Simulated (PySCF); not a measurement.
B3LYP has the VWN-RPA correlation part, as in Gaussian. Excitations are Tamm–Dancoff values on a coarser integration grid. The basis has no diffuse functions, so Rydberg states are missing or too high.

Z-matrix (Å, degrees):
```
Ge
F 1 1.7203
F 1 1.7309 2 105.07
O 1 1.7386 2 107.91 3 120.07
C 4 1.4247 1 121.06 2 169.94
H 5 1.0998 4 107.27 1 -171.24
H 5 1.1029 6 108.76 4 -121.13
H 5 1.1038 6 108.51 7 -118.32
O 1 1.7475 2 112.15 3 -117.45
C 9 1.4238 1 121.33 2 66.68
H 10 1.0999 9 107.53 1 171.74
H 10 1.1034 11 108.70 9 121.19
H 10 1.1036 11 108.54 12 118.18
```
Charge 0, spin multiplicity 1.

Question: What is the computed brightest of the four lowest singlets (TDA), total energy, S1 oscillator strength, LUMO and S1 excitation (TDA) (PySCF with B3LYP-D3(BJ)/def2-TZVP // B3LYP-D3(BJ)/def2-SVP)?

Answer: 
```yaml
brightest of the four lowest singlets (TDA): 7.15 eV
total_energy: -2507.3210 Ha
S1 oscillator strength: 0.004
LUMO: -1.02 eV
S1 excitation (TDA): 6.32 eV
```
